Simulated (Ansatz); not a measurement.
Geometry optimisation, RKS PBE-D4/cc-pVDZ (Ansatz).

input.yaml

```yaml
crystal:
  periodic: [false, false, false]
  atoms:
    - { symbol: P, position_ang: [-0.5646, 2.485, 1.6294] }
    - { symbol: Si, position_ang: [-0.9981, 0.9679, 0.0767] }
    - { symbol: Si, position_ang: [0.665, -0.5878, 0.0277] }
    - { symbol: C, position_ang: [0.358, -1.9171, -1.1504] }
    - { symbol: Cl, position_ang: [0.3652, -1.3246, -2.8323] }
    - { symbol: H, position_ang: [-1.70791, 2.42271, 2.35614] }
    - { symbol: H, position_ang: [-0.85098, 3.65402, 0.90013] }
    - { symbol: H, position_ang: [-2.2417, 0.3239, 0.4101] }
    - { symbol: H, position_ang: [-1.1281, 1.6684, -1.1929] }
    - { symbol: H, position_ang: [2.0072, 0.0548, -0.2509] }
    - { symbol: H, position_ang: [0.8263, -1.1655, 1.4301] }
    - { symbol: H, position_ang: [1.0124, -2.7492, -1.0587] }
    - { symbol: H, position_ang: [-0.7683, -2.3071, -1.0041] }
basis:
  gaussian: { orbitals: cc-pVDZ }
hamiltonian:
  xc: pbe
  dispersion: d4
relax:
  f_tol: 0.015
  max_steps: 40
output:
  orbitals: {}
```

Run as:

```bash
$ ansatz run input.yaml --threads 2 --pin off --max-ram 3072MiB --backend cpu --events-out ev --progress --plain --runs-dir out
```

Problem. Where does it end, and by what steps?

Solution. The forces met the threshold. The force dipped under the threshold on the way, but the program's further checks kept it going. After 16 steps the energy has fallen by 0.711 eV; H7 moved furthest, 1.03 Å.

| step | energy less start (eV) | largest force component (eV/Å) | accepted |
| --- | --- | --- | --- |
| 0 | 0.0000 | 3.808 | yes |
| 1 | -0.5353 | 1.218 | yes |
| 2 | -0.6234 | 0.264 | yes |
| 3 | -0.6387 | 0.147 | yes |
| 4 | -0.6518 | 0.135 | yes |
| 5 | -0.6488 | 0.745 | no |
| 6 | -0.6621 | 0.060 | yes |
| 7 | -0.6708 | 0.206 | yes |
| 8 | -0.6759 | 0.527 | yes |
| 9 | -0.7003 | 0.031 | yes |
| 10 | -0.7018 | 0.041 | yes |
| 11 | -0.7048 | 0.272 | yes |
| 12 | -0.7050 | 0.226 | yes |
| 13 | -0.7085 | 0.086 | yes |
| 14 | -0.7112 | 0.015 | yes |
| 15 | -0.7114 | 0.018 | yes |
| 16 | -0.7114 | 0.011 | yes |

```xyz
13
Properties=species:S:1:pos:R:3
P -0.495 2.757 1.499
Si -0.880 1.208 -0.152
Si 0.694 -0.529 0.097
C 0.245 -2.000 -1.050
Cl 0.089 -1.418 -2.763
H -1.032 1.896 2.531
H -1.766 3.419 1.298
H -2.276 0.626 -0.114
H -0.682 1.900 -1.478
H 2.083 -0.049 -0.244
H 0.696 -1.041 1.523
H 1.023 -2.790 -1.039
H -0.724 -2.455 -0.768
```

Whether the end is a true minimum wasn't checked by a vibrational analysis.

The run took 61 s on 2 threads of Arm Neoverse V2, with other jobs on the host, peak memory 0.2 GiB.
